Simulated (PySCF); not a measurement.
Cartesian coordinates in Å; atom numbers follow the order of the lines, from 1:
```xyz
20

C    -1.944    1.081   -0.441
C    -1.147   -0.192   -0.738
C    -1.759   -1.397   -0.019
C     0.294   -0.018   -0.348
C     1.326   -0.087   -1.207
Si    2.963    0.182   -0.327
C     1.955    0.379    1.272
F     2.447    0.625    2.506
C     0.647    0.245    1.046
H    -2.965    0.977   -0.802
H    -1.977    1.278    0.628
H    -1.487    1.937   -0.934
H    -1.184   -0.378   -1.818
H    -1.787   -1.235    1.056
H    -1.172   -2.292   -0.215
H    -2.776   -1.565   -0.367
H     1.168   -0.277   -2.256
H     3.838   -0.987   -0.277
H     3.663    1.415   -0.685
H    -0.108    0.320    1.813
```

[PySCF: GFN2-xTB geometry; σ from GIAO-PBE0/pcSseg-1; single conformer; non-relativistic; isolated molecule; one averaged value for each set of equivalent atoms]

δ = σ(ref) − σ, references computed at the same level: ¹³C (σ = 186.93 ppm) vs TMS.

**Question.** Do the ¹³C shifts follow the atomic charges (in e)? Tabulate both.

**Answer.** 
| atoms | hybridisation | δ (ppm) | σ para (ppm) | Hirshfeld | IAO | Mulliken | ESP-fitted |
| --- | --- | --- | --- | --- | --- | --- | --- |
| C7 | sp2 | 189.3 | -260 | -0.00 | +0.03 | +0.06 | +0.00 |
| C4 | sp2 | 176.7 | -253 | +0.02 | +0.04 | -0.21 | -0.06 |
| C9 | sp2 | 129.0 | -197 | -0.08 | -0.21 | -0.09 | -0.16 |
| C5 | sp2 | 110.2 | -179 | -0.17 | -0.48 | -0.35 | -0.50 |
| C2 | sp3 | 42.6 | -99 | -0.02 | -0.10 | -0.27 | +0.46 |
| C1/C3 | sp3 | 23.4 | -84 | -0.12 | -0.42 | -0.20 | -0.55 |

Correlation coefficients of δ with charge over these carbons: Hirshfeld +0.45, IAO +0.61, Mulliken +0.53, ESP-fitted +0.09; with the paramagnetic shielding -1.00. Among the 4 sp2 carbons alone: Hirshfeld +0.93, IAO +0.96, Mulliken +0.67, ESP-fitted +0.90. With so few points, grouped by hybridisation, these coefficients are fragile. Charge is one influence among several: hybridisation and low-lying excitations act through the paramagnetic term.

Shifts are as computed. Against solution values, carbons near 30 ppm lie about +3 ppm off and those near 130 ppm about +5 ppm. Of 1211 compounds with measured shifts, 218 miss one by over three times the rms of a fit or turn the order of signals round; such compounds aren't used in these exercises.
